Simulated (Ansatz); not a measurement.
Ansatz (a first-principles code) input (CCSD(T)/6-31G*):

Ansatz 0.2 input:
```yaml
crystal:
  periodic: [false, false, false]
  atoms:
    - {symbol: B, position_ang: [0.14352207, 0.35294495, -0.14569784]}
    - {symbol: O, position_ang: [1.15747275, 0.08605064, 0.58470515]}
    - {symbol: O, position_ang: [-1.04401671, -0.47507515, -0.27401336]}
    - {symbol: H, position_ang: [0.01048392, 1.37478254, -0.87062558]}
    - {symbol: H, position_ang: [-1.63574263, -0.02731119, -0.88641955]}
basis:
  gaussian:
    orbitals: 6-31G*
total_charge: -1
magnetization: {spin_polarized: false}
correlation: {method: ccsd_t, electrons: outside_noble_gas}
```

Output:

```
Functional definition: HF
integrals: 0.02 GiB planned
456 factors; integrals over basis functions are off by at most 1.1e-3 eV
mean field: 0.09 GiB planned
mean field evaluation 1: about -4777.3711 eV, gradient 2.8e1 eV
mean field evaluation 2: about -4777.3756 eV, gradient 2.8e1 eV
mean field evaluation 4: about -4779.3314 eV, gradient 3.2e0 eV
mean field evaluation 8: about -4779.3656 eV, gradient 1.5e-1 eV
mean field evaluation 16: about -4779.3553 eV, gradient 7.4e-1 eV
mean field -4779.36572129 eV, -175.6384506868 hartree, gradient 1.8e-6 eV, S^2 0.000000; 0 other end points of the search recorded, 0 dependent functions left out
3 core orbitals not correlated
reference -4779.36572129 eV, -175.6384506868 hartree; 9, 9 occupied and 37, 37 virtual orbitals, 456 factors
second order -12.19228218 eV of doubles, -0.00000000 eV of singles
coupled cluster: 0.09 GiB planned
cycle   1  -12.12204522 eV  change    7.0e-2 eV  update   9.4e-2
cycle   2  -12.43122973 eV  change   -3.1e-1 eV  update   2.8e-2
cycle   3  -12.52671306 eV  change   -9.5e-2 eV  update   1.6e-2
cycle   4  -12.52297309 eV  change    3.7e-3 eV  update   3.9e-3
cycle   5  -12.51967513 eV  change    3.3e-3 eV  update   1.9e-3
cycle   6  -12.52017618 eV  change   -5.0e-4 eV  update   6.0e-4
cycle   7  -12.52010562 eV  change    7.1e-5 eV  update   2.2e-4
cycle   8  -12.51996217 eV  change    1.4e-4 eV  update   8.2e-5
cycle   9  -12.51995940 eV  change    2.8e-6 eV  update   2.8e-5
cycle  10  -12.51997734 eV  change   -1.8e-5 eV  update   1.1e-5
perturbative correction -0.30059208 eV, -0.0110465553 hartree
Total energy: -4792.18629071 eV, -176.1095979232 hartree
```

It need not be the lowest isomer of its formula. Whether it binds its extra electron was not tested at this geometry.
